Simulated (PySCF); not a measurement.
Static response to an electric field

C5H10Si.
Geometry (GFN2-xTB, Å), atoms numbered from 1 in this order:
```xyz
16
C5H10Si angstrom
C      2.7330   -1.2845    0.3542
C      1.4809   -1.2918   -0.0658
C      0.3228   -0.7869    0.7196
Si    -0.2812    0.8787    0.0245
C     -2.0984    1.3346    0.2128
C     -1.7014    0.9047   -1.2123
H      2.9971   -0.9221    1.3346
H      3.5449   -1.6427   -0.2551
H      1.2434   -1.6567   -1.0567
H      0.6088   -0.6664    1.7649
H     -0.4962   -1.5059    0.6775
H      0.7174    1.9355   -0.0304
H     -2.7880    0.6790    0.7258
H     -2.3871    2.3694    0.3246
H     -2.1493   -0.0143   -1.5649
H     -1.7544    1.6782   -1.9647
```

Level: CAM-B3LYP/def2-SVPD (PySCF), static field, nuclei fixed, core orbitals frozen in the response. The polarisability tensor in these axes (au):

```
x   111.07 -14.76   8.19
y   -14.76  77.91  -1.55
z     8.19  -1.55  75.18
```

**Question.** What are the eigenvalues, a third of the trace, and Δα (Δα² = ½Σ(αi − αj)² over the three pairs)?

**Answer.** Principal values 71.37, 74.53 and 118.25 au; mean 88.05 au = 13.05 Å³ = 14.52 × 10⁻⁴⁰ C²·m²/J; Δα = 45.39 au (52 % of the mean).

**Question.** What is the dipole moment, and where does it point?

**Answer.** (0.04, -0.38, 0.26) D, 0.46 D in size, pointing from the negative to the positive side. Measured along this direction, the outermost atoms are H16 at the negative end and H7 at the positive end.

**Question.** Directions of the eigenvectors, and the extent of the frame along each?

**Answer.** Largest value along (0.92, -0.34, 0.19), where the nuclei span 6.73 Å; middle along (0.04, 0.56, 0.83), 3.25 Å; least along (0.39, 0.75, -0.53), 3.44 Å. The strongest response lies along the longest span, while the other two are in reverse order.

**Question.** Refractivity n − 1 of an ideal gas of it at 298.15 K and 1 atm, from the electronic α?

**Answer.** N = p/kT = 2.4615 × 10¹⁹ cm⁻³, so n − 1 = 2π × N × 13.05 × 10⁻²⁴ cm³ = 2018 × 10⁻⁶ at long wavelengths.

**Question.** Form Σ f/ω² (atomic units) for the 8 lowest TDDFT singlets, given as eV and f, and set it beside the mean polarisability, which is this sum over all singlets: 6.35, 0.3215; 6.51, 0.0247; 6.77, 0.0211; 6.81, 0.1062; 7.00, 0.0024; 7.05, 0.0193; 7.09, 0.0585; 7.47, 0.0815.

**Answer.** They add up to 10.64 au, 12.1 % of the 88.05 au; the largest single term is 5.90 au, from the state at 6.35 eV. Terms in order: 5.90, 0.43, 0.34, 1.70, 0.04, 0.29, 0.86, 1.08 au. Higher excitations give the rest. The strengths listed sum to 0.635.

**Question.** Find the Langevin capture rate constant for NH4+ (18.034 u) meeting this molecule (98.055 u), k = 2.342 × 10⁻⁹ cm³/s × √(α in Å³ / reduced mass in u).

**Answer.** The reduced mass is 15.23 u, so k = 2.17 × 10⁻⁹ cm³/s. The formula leaves out the permanent dipole, which adds to the capture rate.

Isolated species at its GFN2-xTB geometry (one conformer only).
